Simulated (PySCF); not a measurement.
**Computed vibrations of Tl2(OH)2(H2O)2**

Tl2(OH)2(H2O)2 (singlet). PySCF 2.14.0, RKS PBE0, Tl def2-SVP with ECP60, O def2-SVP, H def2-SVP; non-relativistic Hamiltonian with scalar-relativistic core potentials where named; density fitting; no spin-orbit coupling. Central differences of gradients.

```xyz
12

Tl    0.0000    1.4495    1.1959
Tl    0.0000   -1.4495   -1.1959
O     1.3634    0.0000    0.0000
H     2.3262    0.0000    0.0000
O    -1.3634    0.0000    0.0000
H    -2.3262    0.0000    0.0000
O     0.0000   -0.3185    3.5646
H     0.7578    0.0709    4.0157
H    -0.7578    0.0709    4.0157
O     0.0000    0.3185   -3.5646
H     0.7578   -0.0709   -4.0157
H    -0.7578   -0.0709   -4.0157
```

Run from Python with OMP_NUM_THREADS=4. Where DIIS fails, smearing, a level shift and second-order steps follow.
It took 3.9 min on 4 threads of AMD EPYC 7R43 64-Core Processor (Zen 3) (shared host).

What are the harmonic wavenumbers and infrared intensities?

Modes are labelled in C2h; negative numbers are unstable modes, those under 60 cm⁻¹ near the noise; a finer grid moves soft modes by up to 10 cm⁻¹.
| cm⁻¹ | km/mol | symmetry |
| --- | --- | --- |
| -165 | – | bg |
| -93 | – | au |
| -7 | – | bu |
| 16 | 0.0 | bg |
| 28 | 0.0 | ag |
| 36 | 1.2 | bu |
| 37 | 0.8 | au |
| 93 | 0.0 | bg |
| 105 | 0.0 | ag |
| 110 | 0.0 | ag |
| 115 | 16.5 | bu |
| 191 | 238.5 | bu |
| 219 | 631.8 | bu |
| 238 | 0.0 | ag |
| 276 | 0.0 | bg |
| 276 | 6.5 | au |
| 304 | 0.0 | bg |
| 310 | 53.3 | au |
| 360 | 0.0 | ag |
| 380 | 280.7 | bu |
| 631 | 0.0 | bg |
| 654 | 65.8 | bu |
| 1627 | 0.0 | ag |
| 1628 | 92.7 | bu |
| 3854 | 61.4 | bu |
| 3854 | 0.0 | ag |
| 3901 | 0.0 | ag |
| 3903 | 40.5 | au |
| 3955 | 114.1 | au |
| 3955 | 0.0 | bg |

Is this a minimum?

No: 2 unstable (and 1 more above −25 cm⁻¹, within the noise); the lowest moves the atoms so:
```
Tl   0.00  0.00  0.00
Tl   0.00  0.00  0.00
O    0.00  0.03 -0.04
H    0.00 -0.31  0.38
O    0.00 -0.03  0.04
H    0.00  0.31 -0.38
O    0.03  0.00  0.00
H   -0.20  0.22  0.19
H   -0.20 -0.22 -0.19
O   -0.03  0.00  0.00
H    0.20  0.22  0.19
H    0.20 -0.22 -0.19
```
